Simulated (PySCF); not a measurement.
# Levels of Zr³⁵⁺ from EOM-EA-GCCSD

Reference: closed-shell Zr³⁶⁺, [He] 2s2; one electron is added. Calculated with PySCF 2.14, two-component X2C-1e with screened spin-orbit coupling, an uncontracted even-tempered set (17 s from 3.7 bohr⁻², ratio 2.6; 12 p from 4.8 bohr⁻², ratio 2.6; 7 d from 4.9 bohr⁻², ratio 2.8; 4 f from 97 bohr⁻², ratio 2.8); frozen nothing; the 32 highest virtual spinors dropped; of the others 50 kept and the rest restored at second order. No Breit or QED terms. Binding energies in eV.

```
level  Koopmans  second order  EOM-CCSD
2p1/2    4751.0        4750.9    4748.5
2p3/2    4651.7        4652.2    4651.5
```

For comparison, the ionisation energy of Zr³⁵⁺ is 4744 ± 3 eV (semi-empirical (NIST evaluation); NIST Atomic Spectra Database, ionization energies).

Only part of the computed levels is shown.
